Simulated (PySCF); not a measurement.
**Radial density of Pb⁺ (lead, charge +1)**

MN15, [Xe] 4f14 5d10 6s2 6p1, 2P determinant. Calculation: PySCF 2.14, in def2-TZVP with the def2 core potential (60 electrons) (6s5p3d2f, 50 functions); a scalar-relativistic core potential. This is the valence pseudo-density: the core potential removes the inner electrons and smooths the orbitals near the nucleus.

| r (bohr) | 4πr²ρ (e/bohr) | 4πr²(ρα − ρβ) |
| --- | --- | --- |
| 0.0186 | 1.832e-05 | 0.0000 |
| 0.0313 | 3.605e-05 | 0.0000 |
| 0.0527 | 5.417e-05 | 0.0000 |
| 0.0886 | 0.0001500 | 0.0000 |
| 0.149 | 0.001341 | 0.0000 |
| 0.251 | 0.02704 | 0.0001 |
| 0.422 | 1.117 | 0.0053 |
| 0.709 | 15.15 | 0.0597 |
| 1.19 | 15.59 | -0.0297 |
| 2.01 | 4.022 | 0.3625 |
| 3.38 | 0.6574 | 0.3029 |
| 5.68 | 0.03289 | 0.0274 |
| 9.55 | 0.0001958 | 0.0002 |

Energies and moments cover only the electrons outside the core potential. Spin-orbit coupling, absent here, splits the open shell strongly.

Task: Where is the radial spin density 4πr²(ρα − ρβ) most negative, and why is it negative at all?

Result: Around r = 1.19 bohr, down to -0.0297 e/bohr: exchange with the open shell polarises the paired shells in an unrestricted calculation.
